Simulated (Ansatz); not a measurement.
`[SH][In][Br]` radical, relaxed with UKS PBE-D4/def2-SVP in Ansatz 0.2.0 from a rough embedded geometry. The force threshold is 0.03 eV/Å; the program also tests the step.

The species carries charge 0 and has multiplicity 2. In: def2 effective core potential.

Start:

```xyz
4

S     1.243   -0.456   -0.547
In   -0.956   -0.508    0.694
Br   -0.432    1.393    1.315
H     0.145   -0.428   -1.461
```

```csv
step,energy (eV),largest force (eV/Å),largest move (Å)
1,-86043.6922,10.150,0.000
2,-86045.8852,2.289,0.195
3,-86046.3641,1.055,0.194
4,-86046.6112,0.348,0.197
5,-86046.7128,0.251,0.195
6,-86046.7432,0.126,0.200
7,-86046.7488,0.029,0.073
8 (rejected),-86046.7224,1.128,0.199
9,-86046.7550,0.293,0.096
10,-86046.7623,0.501,0.099
11,-86046.7791,0.579,0.145
12,-86046.7977,0.689,0.193
13,-86046.8243,0.540,0.115
14,-86046.8378,0.304,0.101
15,-86046.8413,0.015,0.024
```

End:

```xyz
4

S     1.156   -0.417   -0.925
In   -0.930    0.019    0.375
Br   -0.738    1.672    2.319
H     0.511   -1.274   -1.769
```

It took 11 s on 4 threads of a server CPU on a shared host, with 0.2 GiB of host memory at the peak.
